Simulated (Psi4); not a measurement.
cyclopentasilane (H₁₀Si₅), singlet, geometry from GFN2-xTB; LCCD/STO-3G (Psi4 1.11).

Here is a job for Psi4.
```
memory 2 GB

molecule {
0 1
Si    0.89417552    1.27504538    1.23383194
Si    1.84705489   -0.65518290    0.32696139
Si    0.23760211   -1.69522418   -1.00879286
Si   -1.70023993   -0.39230054   -0.95029712
Si   -1.27859856    1.46770474    0.39832196
H     0.89674347    1.22968577    2.70132679
H     1.69637423    2.46618182    0.93006335
H     2.33852119   -1.55641725    1.37625952
H     3.05646552   -0.34046095   -0.44354549
H    -0.02599594   -3.06728188   -0.55816686
H     0.71891426   -1.87649521   -2.38377269
H    -2.84572076   -1.16314357   -0.45121847
H    -2.12116492    0.00564146   -2.29909414
H    -1.45003107    2.71786551   -0.35222064
H    -2.26402256    1.58382923    1.48001450
}

set {
  basis sto-3g
}

energy('lccd')
print_variables()
```

What the program printed (banner, timings and long lists left out):

```
   => Loading Basis Set <=

    Name: STO-3G
    Role: ORBITAL
    Keyword: BASIS

         ---------------------------------------------------------
                                   SCF
               by Justin Turney, Rob Parrish, Andy Simmonett
                          and Daniel G. A. Smith
                              RHF Reference
         ---------------------------------------------------------

  ==> Geometry <==

    Molecular point group: c1
    Full point group: C1

    Geometry (in Angstrom), charge = 0, multiplicity = 1:

       Center              X                  Y                   Z               Mass
    ------------   -----------------  -----------------  -----------------  -----------------
         SI           0.894176073133     1.275041450408     1.233829598121    27.976926534650
         SI           1.847055443133    -0.655186829592     0.326959048121    27.976926534650
         SI           0.237602663133    -1.695228109592    -1.008795201879    27.976926534650
         SI          -1.700239376867    -0.392304469592    -0.950299461879    27.976926534650
         SI          -1.278598006867     1.467700810408     0.398319618121    27.976926534650
         H            0.896744023133     1.229681840408     2.701324448121     1.007825032230
         H            1.696374783133     2.466177890408     0.930061008121     1.007825032230
         H            2.338521743133    -1.556421179592     1.376257178121     1.007825032230
         H            3.056466073133    -0.340464879592    -0.443547831879     1.007825032230
         H           -0.025995386867    -3.067285809592    -0.558169201879     1.007825032230
         H            0.718914813133    -1.876499139592    -2.383775031879     1.007825032230
         H           -2.845720206867    -1.163147499592    -0.451220811879     1.007825032230
         H           -2.121164366867     0.005637530408    -2.299096481879     1.007825032230
         H           -1.450030516867     2.717861580408    -0.352222981879     1.007825032230
         H           -2.264022006867     1.583825300408     1.480012158121     1.007825032230

  Running in c1 symmetry.

  Rotational constants: A =      0.05081  B =      0.05081  C =      0.02647 [cm^-1]
  Rotational constants: A =   1523.15596  B =   1523.15183  C =    793.65098 [MHz]
  Nuclear repulsion =  493.045003503897817

  Charge       = 0
  Multiplicity = 1
  Electrons    = 80
  Nalpha       = 40
  Nbeta        = 40

  ==> Algorithm <==

  SCF Algorithm Type is PK.
  DIIS enabled.
  MOM disabled.
  Fractional occupation disabled.
  Guess Type is SAD.
  Energy threshold   = 1.00e-08
  Density threshold  = 1.00e-08
  Integral threshold = 1.00e-12

  ==> Primary Basis <==

  Basis Set: STO-3G
    Blend: STO-3G
    Number of shells: 35
    Number of basis functions: 55
    Number of Cartesian functions: 55
    Spherical Harmonics?: true
    Max angular momentum: 1

  ==> Integral Setup <==

  Using in-core PK algorithm.
   Calculation information:
      Number of atoms:                  15
      Number of AO shells:              35
      Number of primitives:            105
      Number of atomic orbitals:        55
      Number of basis functions:        55

      Integral cutoff                 1.00e-12
      Number of threads:                 1

  Performing in-core PK
  Using 2373140 doubles for integral storage.
  We computed 151336 shell quartets total.
  Whereas there are 198765 unique shell quartets.

  ==> DiskJK: Disk-Based J/K Matrices <==

    J tasked:                  Yes
    K tasked:                  Yes
    wK tasked:                  No
    Schwarz Cutoff:          1E-12

  Minimum eigenvalue in the overlap matrix is 2.8876956740E-01.
  Reciprocal condition number of the overlap matrix is 1.4405453497E-01.
    Using symmetric orthogonalization.

  ==> Pre-Iterations <==

  SCF Guess: Superposition of Atomic Densities via on-the-fly atomic UHF (no occupation information).

   -------------------------
    Irrep   Nso     Nmo
   -------------------------
     A         55      55
   -------------------------
    Total      55      55
   -------------------------

  ==> Iterations <==

                        Total Energy        Delta E     RMS |[F,P]|

   @RHF iter SAD: -1428.68725879239264   -1.42869e+03   0.00000e+00
   @RHF iter   1: -1433.91440568062512   -5.22715e+00   2.20384e-03 ADIIS/DIIS
   @RHF iter   2: -1433.92838197056312   -1.39763e-02   3.69612e-04 ADIIS/DIIS
   @RHF iter   3: -1433.92882705698548   -4.45086e-04   8.80795e-05 DIIS
   @RHF iter   4: -1433.92886075441152   -3.36974e-05   4.26337e-06 DIIS
   @RHF iter   5: -1433.92886084054567   -8.61342e-08   5.15697e-07 DIIS
   @RHF iter   6: -1433.92886084196857   -1.42290e-09   5.41954e-08 DIIS
   @RHF iter   7: -1433.92886084198290   -1.43245e-11   3.19446e-09 DIIS
  Energy and wave function converged.

  ==> Post-Iterations <==

    Orbital Energies [Eh]
    ---------------------

    Doubly Occupied:

       1A    -67.927794     2A    -67.927794     3A    -67.927673
       4A    -67.927673     5A    -67.927603     6A     -5.922989
       7A     -5.922989     8A     -5.921495     9A     -5.921495
      10A     -5.920567    11A     -3.948800    12A     -3.947846
      13A     -3.947846    14A     -3.947435    15A     -3.947435
      16A     -3.947272    17A     -3.947272    18A     -3.946037
      19A     -3.946037    20A     -3.945503    21A     -3.945503
      22A     -3.945224    23A     -3.945223    24A     -3.944576
      25A     -3.944404    26A     -0.743806    27A     -0.677294
      28A     -0.677294    29A     -0.584834    30A     -0.584824
      31A     -0.445280    32A     -0.420801    33A     -0.420800
      34A     -0.418899    35A     -0.385661    36A     -0.385615
      37A     -0.330287    38A     -0.330287    39A     -0.278840
      40A     -0.278820

    Virtual:

      41A      0.374937    42A      0.375061    43A      0.399537
      44A      0.399540    45A      0.415693    46A      0.500594
      47A      0.500596    48A      0.523277    49A      0.537534
      50A      0.587575    51A      0.587576    52A      0.654658
      53A      0.654664    54A      0.660326    55A      0.660398

    Final Occupation by Irrep:
              A
    DOCC [    40 ]
    NA   [    40 ]
    NB   [    40 ]

  @RHF Final Energy: -1433.92886084198290

   => Energetics <=

    Nuclear Repulsion Energy =            493.0450035038978172
    One-Electron Energy =               -2983.1320694164305678
    Two-Electron Energy =                1056.1582050705496840
    Total Energy =                      -1433.9288608419828961

Computation Completed

Properties will be evaluated at   0.000000,   0.000000,   0.000000 [a0]

Properties computed using the SCF density matrix

 Multipole Moments:

 ------------------------------------------------------------------------------------
     Multipole            Electronic (a.u.)      Nuclear  (a.u.)        Total (a.u.)
 ------------------------------------------------------------------------------------

 L = 1.  Multiply by 2.5417464519 to convert [e a0] to [Debye]
 Dipole X            :         -0.0001059            0.0000833           -0.0000226
 Dipole Y            :          0.0007553           -0.0005942            0.0001611
 Dipole Z            :          0.0004495           -0.0003536            0.0000959
 Magnitude           :                                                    0.0001889

 ------------------------------------------------------------------------------------

 MINTS: Wrapper to libmints.
   by Justin Turney

   Calculation information:
      Number of threads:                 1
      Number of atoms:                  15
      Number of AO shells:              35
      Number of SO shells:              35
      Number of primitives:            105
      Number of atomic orbitals:        55
      Number of basis functions:        55

      Number of irreps:                  1
      Integral cutoff                 1.00e-12
      Number of functions per irrep: [  55 ]

 OEINTS: Overlap, kinetic, potential, dipole, and quadrupole integrals
         stored in file 35.

      Computed 891704 non-zero two-electron integrals.
        Stored in file 33.

        ==> Transform all two-electron integrals <==

	Presorting SO-basis two-electron integrals.
	Sorting File: SO Ints (nn|nn) nbuckets = 1
	Constructing frozen core operators
	Starting first half-transformation.
	Sorting half-transformed integrals.
	First half integral transformation complete.
	Starting second half-transformation.
	Two-electron integral transformation complete.

Traceback (most recent call last):
  File "psi4", line 375, in <module>
  File "<string>", line 35, in <module>
  File "site-packages/psi4/driver/driver.py", line 533, in energy
  File "site-packages/psi4/driver/procrouting/proc.py", line 694, in select_lccd
  File "site-packages/psi4/driver/procrouting/proc.py", line 5807, in run_cepa

RuntimeError:
Fatal Error: ndocc must be less than nvirt
The most recent 5 function calls were:

psi::PsiException::PsiException(std::__cxx11::basic_string<char, std::char_traits<char>, std::allocator<char> >, char const*, int)

Printing out the relevant lines from the Psithon --> Python processed input file:
    H    -1.45003107    2.71786551   -0.35222064
    H    -2.26402256    1.58382923    1.48001450
    """)
    core.IO.set_default_namespace("")
    core.set_global_option("BASIS", "sto-3g")
--> energy('lccd')
    print_variables()

!----------------------------------------------------------------------------------!
!                                                                                  !
! Fatal Error: ndocc must be less than nvirt                                       !
! The most recent 5 function calls were:                                           !
! psi::PsiException::PsiException(std::__cxx11::basic_string<char,                 !
!     std::char_traits<char>, std::allocator<char> >, char const*, int)            !
!                                                                                  !
!----------------------------------------------------------------------------------!
```

The run crashed.
